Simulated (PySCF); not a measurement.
# Which enantiomer?

Level of theory: TDDFT PBE0/def2-SVPD circular dichroism and optical rotation, one conformer, gas phase in PySCF 2.14.0. Geometry: GFN2-xTB.

The calculation is non-relativistic, which matters for the atoms heavier than Zn.

Values for one enantiomer of C3H9BrGe2, R in 10⁻⁴⁰ esu² cm² (velocity form):
| λ (nm) | f | R |
| --- | --- | --- |
| 246 | 0.045 | -2.6 |
| 233 | 0.053 | +13.6 |
| 214 | 0.062 | -42.5 |
| 204 | 0.051 | +9.0 |
| 203 | 0.035 | +12.4 |
| 198 | 0.027 | -27.1 |
| 194 | 0.060 | -32.0 |
| 190 | 0.010 | -16.5 |
| 187 | 0.092 | +82.4 |
| 180 | 0.001 | -3.8 |
| 179 | 0.021 | +13.5 |
| 179 | 0.002 | -13.1 |

[α] at 589.3 nm: -93 deg dm⁻¹ (g/mL)⁻¹ (origin-invariant length gauge).

Question: Which structure gives these signs?
A. C[C@H]1[CH2][GeH2][Ge@@H]1[Br]
B. C[C@@H]1[CH2][GeH2][Ge@H]1[Br]

Answer: B. Its CIP labels in SMILES order are R, S; the other enantiomer gives every sign reversed.

The signs above follow by mirror symmetry from the run on the other enantiomer. Geometry of C[C@H]1[CH2][GeH2][Ge@@H]1[Br] as run:
```xyz
15

C    -1.921   -0.275    0.403
C    -0.425   -0.080    0.575
C     0.429   -1.170   -0.083
Ge    2.059   -0.177   -0.725
Ge    0.384    1.575   -0.320
Br    0.652    3.424    1.057
H    -2.246   -1.209    0.863
H    -2.467    0.545    0.870
H    -2.186   -0.304   -0.654
H    -0.196   -0.035    1.646
H    -0.097   -1.581   -0.948
H     0.636   -1.999    0.591
H     3.241   -0.256    0.228
H     2.633   -0.623   -2.066
H    -0.501    2.174   -1.458
```
